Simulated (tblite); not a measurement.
C2H10B3F2N3.
Bonds: C1–N2, N2–B3, B3–N4, B3–N5, N5–C6, N5–B7, B7–B8, B8–F9, B8–F10. Hydrogens: H11, H12, H13 on C1; H14 on N2; H15, H16 on N4; H17, H18, H19 on C6; H20 on B7.

Computed with GFN2-xTB (tblite), gas phase: L-BFGS steps from a force-field or distance-geometry start until the largest atomic force falls under 0.01 eV/Å.

The end geometry, which sets the zero of energy:
```
atom  x, y, z in Å
C1     -2.8181    0.2893   -0.1262
N2     -1.4856   -0.0787   -0.5450
B3     -0.3081   -0.0544    0.2237
N4     -0.3139    0.3322    1.5750
N5      0.9611   -0.5004   -0.3873
C6      0.8621   -1.5339   -1.4086
B7      2.1786    0.0809   -0.0605
B8      2.2388    1.3540    1.0285
F9      1.8461    2.5991    0.7592
F10     2.7082    1.2868    2.2795
H11    -2.9241    0.1244    0.9443
H12    -3.5594   -0.3255   -0.6410
H13    -3.0391    1.3419   -0.3387
H14    -1.4196   -0.2308   -1.5378
H15     0.4940    0.2584    2.1635
H16    -1.0802    0.8082    2.0142
H17     1.8276   -2.0170   -1.5456
H18     0.1255   -2.2846   -1.1195
H19     0.5595   -1.1053   -2.3688
H20     3.1418   -0.3338   -0.6016
```

Question: These geometries come from the run, each turned onto the end geometry. Order them by energy, lowest first.
A.
```
atom  x, y, z in Å
C1     -2.7903    0.3856   -0.1673
N2     -1.4531    0.0137   -0.5615
B3     -0.3086   -0.0889    0.2465
N4     -0.3187    0.1686    1.6256
N5      0.9623   -0.5132   -0.3848
C6      0.8708   -1.6197   -1.3238
B7      2.1545    0.1413   -0.1231
B8      2.1861    1.4377    0.9396
F9      1.8211    2.6856    0.6495
F10     2.5975    1.3648    2.2117
H11    -2.9815    0.0428    0.8473
H12    -3.5184   -0.0885   -0.8258
H13    -2.9453    1.4698   -0.2082
H14    -1.3391   -0.0241   -1.5610
H15     0.4892    0.0398    2.2056
H16    -1.0933    0.5691    2.1211
H17     1.8685   -1.9164   -1.6400
H18     0.3758   -2.4725   -0.8544
H19     0.2941   -1.3403   -2.2099
H20     3.1234   -0.2445   -0.6799
```
B.
```
atom  x, y, z in Å
C1     -2.6810    0.6481   -0.1231
N2     -1.3784    0.1955   -0.5472
B3     -0.3006   -0.2024    0.2559
N4     -0.3789   -0.3213    1.6520
N5      0.9916   -0.5635   -0.3916
C6      0.9642   -1.7296   -1.2576
B7      2.1147    0.2138   -0.1884
B8      1.9793    1.5706    0.7895
F9      1.5970    2.7685    0.3414
F10     2.1710    1.6196    2.1093
H11    -2.7631    0.5584    0.9563
H12    -3.4691    0.0411   -0.5775
H13    -2.8414    1.6976   -0.3895
H14    -1.2478    0.2754   -1.5431
H15     0.4305   -0.5463    2.2010
H16    -1.1540   -0.0092    2.2059
H17     1.9668   -1.9537   -1.6208
H18     0.5793   -2.5929   -0.7067
H19     0.3065   -1.5568   -2.1157
H20     3.1087   -0.1021   -0.7429
```
C.
```
atom  x, y, z in Å
C1     -2.8092    0.3056   -0.1170
N2     -1.4895   -0.0821   -0.5632
B3     -0.3113   -0.0594    0.2068
N4     -0.3381    0.3292    1.5558
N5      0.9664   -0.5008   -0.3937
C6      0.8758   -1.5684   -1.3794
B7      2.1775    0.0940   -0.0706
B8      2.2409    1.3783    1.0053
F9      1.9217    2.6370    0.7066
F10     2.6500    1.3022    2.2766
H11    -2.9898   -0.0868    0.8839
H12    -3.5678   -0.1040   -0.7839
H13    -2.9307    1.3947   -0.0874
H14    -1.4304   -0.2074   -1.5593
H15     0.4607    0.2743    2.1582
H16    -1.1314    0.7677    1.9862
H17     1.8696   -1.9364   -1.6268
H18     0.2764   -2.3927   -0.9892
H19     0.4066   -1.2130   -2.3007
H20     3.1476   -0.3212   -0.6009
```
D.
```
atom  x, y, z in Å
C1     -2.5519    0.8551   -0.1520
N2     -1.4023    0.0615   -0.5448
B3     -0.4191   -0.4388    0.3411
N4     -0.7129   -0.6628    1.6953
N5      0.9364   -0.6503   -0.2563
C6      1.0258   -1.7426   -1.2228
B7      1.9733    0.2479   -0.1159
B8      2.0487    1.6550    0.7663
F9      1.3947    2.7685    0.4284
F10     2.9401    1.9269    1.7192
H11    -2.4230    1.1675    0.8879
H12    -3.4970    0.2994   -0.2415
H13    -2.6218    1.7543   -0.7725
H14    -1.1025    0.2321   -1.4857
H15    -0.0414   -0.9030    2.3971
H16    -1.6276   -0.5073    2.0784
H17     1.8690   -1.5817   -1.9014
H18     1.1910   -2.6711   -0.6670
H19     0.1179   -1.8380   -1.8357
H20     2.8978    0.0383   -0.8108
```
E.
```
atom  x, y, z in Å
C1     -2.6094    0.8154   -0.1580
N2     -1.2967    0.3338   -0.5247
B3     -0.3081   -0.2409    0.2858
N4     -0.5118   -0.5608    1.6351
N5      0.9965   -0.5624   -0.3698
C6      0.9957   -1.7825   -1.1591
B7      2.0956    0.2671   -0.2644
B8      1.9561    1.6062    0.7325
F9      1.1316    2.6327    0.5146
F10     2.5884    1.7575    1.8967
H11    -2.6292    1.0692    0.9018
H12    -3.3831    0.0620   -0.3551
H13    -2.8464    1.7145   -0.7286
H14    -1.0692    0.4976   -1.4898
H15     0.2147   -0.9123    2.2308
H16    -1.3628   -0.3618    2.1288
H17     1.8392   -1.7914   -1.8487
H18     1.0654   -2.6648   -0.5148
H19     0.0657   -1.8586   -1.7228
H20     3.0630   -0.0096   -0.8830
```

Answer: C (0.008 eV), A (0.018 eV), B (0.061 eV), E (0.112 eV), D (0.299 eV).

In the order of the answer:

| step | E above end (eV) | largest force (eV/Å) | rms force component (eV/Å) | rms distance from end (Å) | rms bond change (Å) | bond most changed (Å) |
| --- | --- | --- | --- | --- | --- | --- |
| 161 | 0.008 | 0.02 | 0.006 | 0.129 | 0.001 | C1–H12 -0.002 |
| 143 | 0.018 | 0.07 | 0.024 | 0.202 | 0.002 | B3–N5 +0.004 |
| 99 | 0.061 | 0.07 | 0.030 | 0.488 | 0.004 | B3–N5 +0.012 |
| 54 | 0.112 | 0.10 | 0.034 | 0.739 | 0.005 | B3–N5 +0.018 |
| 35 | 0.299 | 0.41 | 0.127 | 0.801 | 0.007 | B3–N5 +0.019 |

What follows is the cost of the whole relaxation. On Arm Neoverse V2, one thread, no GPU, shared host, this took 1.3 s of wall time.
